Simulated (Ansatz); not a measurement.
Pulling on the Br1–H2 bond in HBr (multiplicity 1 held). Energies count from the point at 1.425 Å.


R- and RO- levels are restricted; in cc, def2 and unpolarised 6-31G sets they are followed outwards from rest. U- levels take the lowest unrestricted solution at each point, which mixes spins at long bonds. Full CI gives the lowest state of the spin. Levels need not reach the same state.

Frozen-core correlation. Filled d and f shells under p-block atoms count as core.

Run with Ansatz (a program for electronic structure). 

Energies in kcal/mol.

| R (Å) | U-MP2/cc-pVDZ | U-CCSD(T)/cc-pVDZ | R-CCSDT/cc-pVDZ | R-CCSDT(Q)/cc-pVDZ | FCI/cc-pVDZ |
|---|---|---|---|---|---|
| 1.140 | 41.2 | 42.0 | 42.0 | 42.0 | 42.0 |
| 1.282 | 7.6 | 8.1 | 8.1 | 8.1 | 8.1 |
| 1.425 | 0.0 | 0.0 | 0.0 | 0.0 | 0.0 |
| 1.567 | 5.4 | 4.8 | 4.8 | 4.8 | 4.8 |
| 1.710 | 17.0 | 15.4 | 15.3 | 15.3 | 15.3 |
| 1.923 | 44.3 | 34.4 | 34.1 | 34.1 | 34.1 |
| 2.137 | 66.0 | 52.3 | 51.3 | 51.2 | 51.2 |
| 2.493 | 79.4 | 73.9 | 71.1 | 70.9 | 70.9 |
| 2.850 | 83.2 | 83.5 | 80.9 | 80.5 | 80.6 |
| 3.277 | 84.6 | 86.0 | 85.2 | 84.8 | 85.0 |
| 3.847 | 85.0 | 86.5 | 86.6 | 86.2 | 86.4 |
| 4.559 | 85.1 | 86.6 | 86.8 | 86.4 | 86.7 |
| 5.699 | 85.1 | 86.6 | 86.9 | 86.4 | 86.8 |

Doubts at one or more of the structures used: a spin-contaminated determinant (U-MP2/cc-pVDZ, U-CCSD(T)/cc-pVDZ); T1 above 0.05 (U-CCSD(T)/cc-pVDZ, R-CCSDT/cc-pVDZ, R-CCSDT(Q)/cc-pVDZ); a restricted determinant that unrestricted orbitals would lower (R-CCSDT/cc-pVDZ, R-CCSDT(Q)/cc-pVDZ); other coupled-cluster roots lie near (R-CCSDT/cc-pVDZ, R-CCSDT(Q)/cc-pVDZ).
